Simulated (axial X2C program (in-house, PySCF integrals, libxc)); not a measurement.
TiN: bond constants with and without spin–orbit coupling

Calculated with an in-house all-electron X2C program for linear molecules (integrals from PySCF). Spin-free means the one-electron spin-free X2C Hamiltonian; two-component (2c) means X2C with spin–orbit coupling and atomic mean-field two-electron Coulomb and Gaunt terms, so the difference of the two also holds small scalar two-electron terms. Basis: Ti dyall-cv3z [10s10p6d4f2g], N dyall-av3z [7s7p3d2f] (cores contracted in-house); Gaussian nuclei, density fitting, unrestricted open shells. Masses: Ti 47.948 u, N 14.003 u.

State, spin-free: M_S = 1/2, Λ = 0 (beyond evenly filled blocks: σα); electrons by block: σα: 9, σβ: 8, π+α: 3, π+β: 3, π-α: 3, π-β: 3. Fragments: Ti + N.

State, 2c: Ω = 1/2 (⟨Sz⟩ = 0.50, ⟨Lz⟩ = 0.00 at BLYP); electrons by block: 1/2: 12, -1/2: 11, 3/2: 3, -3/2: 3. Fragments: Ti + N.

```
Hamiltonian  level  Re (Å)  ωe (cm⁻¹)  ωexe (cm⁻¹)  Be (cm⁻¹)  αe (cm⁻¹)  De (eV)  μ (D)
  spin-free   BLYP   1.585     1073.6         4.13      0.619     0.0033     6.08  -3.65
         2c   BLYP   1.585     1073.4         4.13      0.619     0.0033      n/a  -3.65
```

Dipoles are positive if N is the positive end.

One determinant describes the state; a PBE0 search over occupations chose it and may have missed a lower one. De is counted from the lowest determinant-based energies of the atoms at the same level, without counterpoise correction. De is not given where an atomic determinant may have missed its ground term or J level, or where the truncated virtual space spoils (T). Density functionals use the spin component along the axis (collinear). The functionals have no current-density term, which raises determinants with orbital currents, atoms included.

No reliable constants came from CCSD (2c), CCSD (spin-free), CCSD(T) (2c), CCSD(T) (spin-free), HF (2c), HF (spin-free), MP2 (2c), MP2 (spin-free), PBE0 (2c), PBE0 (spin-free): no minimum in range, unconverged points, a curve that is not smooth, a change of character along it, or the two Hamiltonians disagreeing along it.

Rough cost a point (2c) on 1 thread(s) of a shared host, integrals apart: BLYP 0.6 s.

The whole task took 3.3 min on 1 thread of Intel(R) Xeon(R) Processor @ 2.30GHz, with other jobs on the host.
